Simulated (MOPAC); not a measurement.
MOPAC input (PM6):

```
PM6 PRECISE GNORM=0.05 LET XYZ UHF MS=0.5 GEO-OK AUX(PRECISION=9) THREADS=1
NO2

N    -0.00019200 1    0.02806200 1   -0.31965000 1
O     1.09765700 1   -0.02347800 1    0.13820500 1
O    -1.09748900 1   -0.00107600 1    0.14148900 1
```

Output:

```
 *******************************************************************************
 **                                                                           **
 **                              MOPAC v23.2.5                                **
 **                                                                           **
 *******************************************************************************
 ** MOPAC's Digital Object Identifier: https://doi.org/10.5281/zenodo.6511958 **
 **                                                                           **
 ** Please cite the open-source release paper for use of this MOPAC version:  **
 ** J. E. Moussa and J. J. P. Stewart (2026)                                  **
 ** MOPAC: An open-source semiempirical molecular orbital program             **
 ** J. Open Source Softw., 11(119), 8025, https://doi.org/10.21105/joss.08025 **
 *******************************************************************************

                              PM6 CALCULATION RESULTS

 *******************************************************************************
 *  PM6        - The PM6 Hamiltonian to be used
 *  GEO-OK     - OVERRIDE INTERATOMIC DISTANCE AND OTHER SAFETY CHECKS
 *  UHF        - UNRESTRICTED HARTREE-FOCK CALCULATION
 *  MS=        - IN MECI, MAGNETIC COMPONENT OF SPIN =  0.5
 *  LET        - OVERRIDE SOME SAFETY CHECKS
 *  PRECISE    - TIGHTER CRITERIA TO BE USED
 *  XYZ        - CARTESIAN COORDINATE SYSTEM TO BE USED
 *  GNORM      - EXIT WHEN GRADIENT NORM DROPS BELOW 0.050
 *  AUX        - OUTPUT AUXILIARY INFORMATION
 *******************************************************************************
PM6 PRECISE GNORM=0.05 LET XYZ UHF MS=0.5 GEO-OK AUX(PRECISION=9) THREADS=1
 NO2

   ATOM   CHEMICAL          X               Y               Z
  NUMBER   SYMBOL      (ANGSTROMS)     (ANGSTROMS)     (ANGSTROMS)

     1       N         -0.00019200  *   0.02806200  *  -0.31965000  *
     2       O          1.09765700  *  -0.02347800  *   0.13820500  *
     3       O         -1.09748900  *  -0.00107600  *   0.14148900  *

          CARTESIAN COORDINATES

    NO.       ATOM           X           Y           Z

     1         N         -0.0002      0.0281     -0.3197
     2         O          1.0977     -0.0235      0.1382
     3         O         -1.0975     -0.0011      0.1415

 General Reference for PM6:
 "Optimization of Parameters for Semiempirical Methods V: Modification of NDDO Approximations
 and Application to 70 Elements", J. J. P. Stewart, J. Mol. Mod., 13, 1173-1213 (2007)
 URL: https://link.springer.com/article/10.1007/s00894-007-0233-4

           Empirical Formula: N O2  =     3 atoms

      MOLECULAR POINT GROUP   :   C2v

          UHF CALCULATION, NO. OF ALPHA ELECTRONS =    9
                           NO. OF BETA  ELECTRONS =    8

          Geometry optimization using EF

          DIAGONAL MATRIX USED AS START HESSIAN

 CYCLE:     1  GRAD.:    62.370 HEAT: -7.776966
 CYCLE:     2  GRAD.:   437.105 HEAT:  18.25135
 CYCLE:     3  GRAD.:   110.258 HEAT: 0.8002163
 CYCLE:     4  GRAD.:    62.302 HEAT: -8.769018
 CYCLE:     5  GRAD.:     8.251 HEAT: -9.515119
 CYCLE:     6  GRAD.:   144.322 HEAT: -7.470518
 CYCLE:     7  GRAD.:     1.628 HEAT: -9.547928
 CYCLE:     8  GRAD.:     0.524 HEAT: -9.550360
 CYCLE:     9  GRAD.:     0.015 HEAT: -9.550578

     GRADIENT =  0.01513 IS LESS THAN CUTOFF =  0.05000

 -------------------------------------------------------------------------------
 PM6 PRECISE GNORM=0.05 LET XYZ UHF MS=0.5 GEO-OK AUX(PRECISION=9) THREADS=1
 NO2

     GEOMETRY OPTIMISED USING EIGENVECTOR FOLLOWING (EF).
     SCF FIELD WAS ACHIEVED

                              PM6 CALCULATION
                                                       MOPAC v23.2.5 Linux

          FINAL HEAT OF FORMATION =         -9.55058 KCAL/MOL =     -39.95962 KJ/MOL

          COSMO AREA              =         63.37 SQUARE ANGSTROMS
          COSMO VOLUME            =         44.05 CUBIC ANGSTROMS

          GRADIENT NORM           =          0.01513          =       0.00873 PER ATOM
          IONIZATION POTENTIAL    =         10.485992 EV
          ALPHA SOMO LUMO (EV)    =        -10.486 -0.841
          BETA  SOMO LUMO (EV)    =        -12.127 -0.729
          NO. OF ALPHA ELECTRONS  =          9
          NO. OF BETA  ELECTRONS  =          8
          MOLECULAR WEIGHT        =         46.0055         POINT GROUP:  C2v

          MOLECULAR DIMENSIONS (Angstroms)

            Atom       Atom       Distance
            O     3    O     2     2.22176
            O     2    N     1     0.37368
            N     1    O     3     0.00000

          SCF CALCULATIONS        =         10

   ATOM   CHEMICAL          X               Y               Z
  NUMBER   SYMBOL      (ANGSTROMS)     (ANGSTROMS)     (ANGSTROMS)

     1       N         -0.00011736  *   0.02284315  *  -0.26020729  *
     2       O          1.11086994  *  -0.02118665  *   0.11054679  *
     3       O         -1.11077177  *   0.00151569  *   0.11352930  *

                             CARTESIAN COORDINATES

   1    N       -0.000117364     0.022843154    -0.260207295
   2    O        1.110869940    -0.021186648     0.110546790
   3    O       -1.110771774     0.001515692     0.113529304

           Empirical Formula: N O2  =     3 atoms

      MOLECULAR POINT GROUP   :   C2v

          ALPHA EIGENVALUES
 -36.45195 -35.45448 -24.60471 -19.26901 -19.12104 -19.00671 -13.17965 -12.95400
 -10.48599  -0.84089   0.80249   3.42406

           BETA EIGENVALUES
 -35.53312 -34.46728 -23.15255 -18.68637 -17.98091 -17.60094 -12.54745 -12.12716
  -0.72868  -0.09699   1.35297   5.12238

              NET ATOMIC CHARGES AND DIPOLE CONTRIBUTIONS

  ATOM NO.   TYPE          CHARGE      No. of ELECS.   s-Pop       p-Pop
    1          N           0.545106        4.4549     1.51271     2.94218
    2          O          -0.272552        6.2726     1.90380     4.36875
    3          O          -0.272555        6.2726     1.90380     4.36875
 DIPOLE           X         Y         Z       TOTAL
 POINT-CHG.    -0.000     0.086    -0.975     0.978
 HYBRID         0.000    -0.054     0.613     0.615
 SUM           -0.000     0.032    -0.362     0.363

          ATOMIC ORBITAL ELECTRON POPULATIONS

     Atom    s        px        py        pz
    1  N   1.51271   0.93906   0.90675   1.09637
    2  O   1.90380   1.18706   1.54771   1.63398
    3  O   1.90380   1.18734   1.54827   1.63315

                    (SZ)    =    0.500000
                    (S**2)  =    0.762696

          ATOMIC ORBITAL SPIN POPULATIONS

    Atom   Total    s     px     py     pz
         Atomic
    1  N  0.4299  0.199 -0.025  0.020  0.236
    2  O  0.2852  0.000  0.027 -0.007  0.265
    3  O  0.2850  0.000  0.026 -0.008  0.266

 **********************
 *                    *
 * JOB ENDED NORMALLY *
 *                    *
 **********************

 == MOPAC DONE ==
```

The geometry given is a B3LYP-D3(BJ)/def2-TZVP minimum.
